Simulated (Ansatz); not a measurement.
Geometry optimisation, UKS B3LYP-D4/def2-SVP (Ansatz 0.2.0).

Input:

```yaml
crystal:
  periodic: [false, false, false]
  atoms:
    - { symbol: Cl, position_ang: [-0.707453, 0.087845, -0.381424] }
    - { symbol: Ge, position_ang: [2.44036, -0.449024, 1.098715] }
    - { symbol: C, position_ang: [-2.328018, 0.42851, -1.053883] }
    - { symbol: H, position_ang: [2.217362, -0.373547, 2.63538] }
    - { symbol: H, position_ang: [3.39658, 0.672927, 0.604476] }
    - { symbol: H, position_ang: [2.93628, -1.856282, 0.661571] }
    - { symbol: H, position_ang: [-2.218767, 0.776658, -2.089172] }
    - { symbol: H, position_ang: [-2.810839, 1.204934, -0.446494] }
    - { symbol: H, position_ang: [-2.925504, -0.492021, -1.02927] }
magnetization:
  spin_polarized: true
  initial_magnetization: 1
basis:
  gaussian: { orbitals: def2-SVP }
hamiltonian:
  xc: b3lyp
  dispersion: d4
relax:
  f_tol: 0.03
  max_steps: 50
```

Command:

```bash
$ ansatz run input.yaml --threads 2 --pin off --max-ram 3072MiB --backend cpu --events-out ev --progress --plain --runs-dir out
```

Where does it end, and by what steps?

The run converged. After 3 steps the energy has fallen by 0.007 eV; H6 moved furthest, 0.07 Å.

```csv
step,energy less start (eV),largest force component (eV/Å),accepted
0,0.0000,0.224,yes
1,-0.0060,0.141,yes
2,-0.0070,0.077,yes
3,-0.0072,0.007,yes
```

```xyz
9
Properties=species:S:1:pos:R:3
Cl -0.735 0.097 -0.402
Ge 2.467 -0.455 1.110
C -2.370 0.437 -1.073
H 2.275 -0.385 2.644
H 3.444 0.649 0.638
H 2.993 -1.852 0.696
H -2.262 0.785 -2.108
H -2.849 1.212 -0.461
H -2.963 -0.487 -1.044
```

Time of the run: 18 s on 2 threads of Arm Neoverse V2, with other jobs on the host, peak memory 0.27 GiB.
